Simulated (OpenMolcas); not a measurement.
A run on Tc2+ among 5 point charges of -2 e arranged as a trigonal bipyramid (D3h), 2.13 Å from the ion, with the axial distance 2.258 Å.

| Quantity | Value |
| --- | --- |
| Program | OpenMolcas |
| Method | CASSCF |
| Basis | ANO-RCC-VDZP [6s5p3d1f] |
| Scalar Hamiltonian | DKH2, point nucleus |
| Active space | 5 electrons in 5 orbitals (4d) |
| Spin-orbit coupling | state interaction with AMFI integrals over the reference wave functions |

Last input step and the end of the output:

```
&RASSCF
FileOrb=start.orb
Symmetry=1
Spin=6
nActEl=5 0 0
Inactive=18
Ras2=5
CIRoot=1 1 1
SDav=1
CIMx=300
Iter=120 100
PrWF=0.3
OrbListing=Nothing
MaxOrb=0
LevShft=4.0
>>> COPY $Project.JobIph JOB001
```

```
...
        5   1    5    1  -286.63250245   -4.36E-03*  5.37E-02   21  34 1  4.86E-02*  4.03   2.50    QN   YES
        6   1    5    1  -286.64368902   -1.12E-02* -2.44E-02   19  27 1 -2.66E-02*  4.04   1.35    QN   YES
        7   1    5    1  -286.64545736   -1.77E-03* -2.40E-02   19  27 1 -1.90E-02*  4.04   1.72    QN   YES
        8   1    5    1  -286.64689815   -1.44E-03*  3.24E-02   21  34 1 -2.22E-02*  4.04   2.22    QN   YES
        9   1    5    1  -286.64868626   -1.79E-03*  2.03E-02   21  34 1 -2.14E-02*  4.03   1.71    QN   YES
       10   1    5    1  -286.64978597   -1.10E-03*  9.14E-03   21  34 1 -1.27E-02*  4.03   1.54    QN   YES
        ...
      117   1    6    1  -286.66204800   -1.09E-02*  1.62E-01*  17  27 1  9.45E-02*  3.79   2.50    LS   YES
      118   1    6    1  -286.67380705   -1.18E-02*  3.40E-01*  17  27 1  9.85E-02*  3.75   2.50    QN   YES
      119   1    6    1  -286.65109783    2.27E-02*  1.87E-01*  17  27 1  8.64E-02*  3.85  -0.50    LS   YES
      120   1    6    1  -286.66204448   -1.09E-02*  1.62E-01*  17  27 1  9.45E-02*  3.79   2.50    LS   YES
      No convergence after120 iterations
      121   1    6    1  -286.67381000   -1.18E-02*  1.62E-01*  17  27 1  9.85E-02*  3.79   2.50    LS   YES
      Natural orbitals and occupation numbers for root  1
      sym 1:   1.000000   1.000000   1.000000   1.000000   1.000000
::    RASSCF root number  1 Total energy:  -4286.67381000
                  YZ=  2.9958E-11              ZZ=  2.8083E+00
--
  Molden files will not be produced
      Average orbitals are written to the RASORB file
--- Stop Module: rasscf at  /rc=_RC_NOT_CONVERGED_ ---
.#######################.
.# Convergence problem #.
.#######################.
```

Task: Did the run give usable levels, and if not, why?

Result: No. The orbital optimisation did not converge within its iterations.
